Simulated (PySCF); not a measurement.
NMR data simulated for an unnamed compound:

1H NMR (400 MHz, computed): δ 4.81 (q, 2H), 4.16 (d, 2H), 3.29 (t, 3H), 1.00 (d, 6H), 0.29 (m, 1H).

13C{1H} NMR (computed): δ 15.8 (CH3), 10.2 (CH).

[PySCF: shieldings: GIAO HF/pcSseg-1; PBE0-D3(BJ)/def2-SVP geometry; non-relativistic; single conformer; equivalent nuclei averaged; no solvent model]

Referencing at the same level of theory: TMS for 1H (σ = 31.69 ppm) and 13C (σ = 190.85 ppm).

**Question.** Which of these does the molecule contain: a vinyl group CH=CH2, a (CH3)2CH unit, a Si–H bond, a ketone, an OH group?

**Answer.** 
- A vinyl group CH=CH2: no.
- A (CH3)2CH unit: yes (δC 15.8, 10.2; δH 1.00 (d), 0.29 (m)).
- A Si–H bond: yes (δH 4.16 (d)).
- A ketone: no.
- An OH group: no.

The data belong to `InChI=1S/C3H14OSi3/c1-3(2)6-4-7-5/h3H,6-7H2,1-2,5H3`; they needn't prove each group on their own.

Carbon signals by region: 2 below 50 ppm.

Shifts are as computed. Against solution values, carbons near 30 ppm lie about -0 ppm off and those near 130 ppm about +7 ppm. Of 1309 compounds with measured shifts, 239 miss one by over three times the rms of a fit or turn the order of signals round; such compounds aren't used in these exercises. No couplings were computed; multiplicities are counted from neighbouring protons, with m where these are inequivalent, close in shift, in a saturated or five-membered ring or joined by F or P, and br s for small geminal =CH2 splittings.
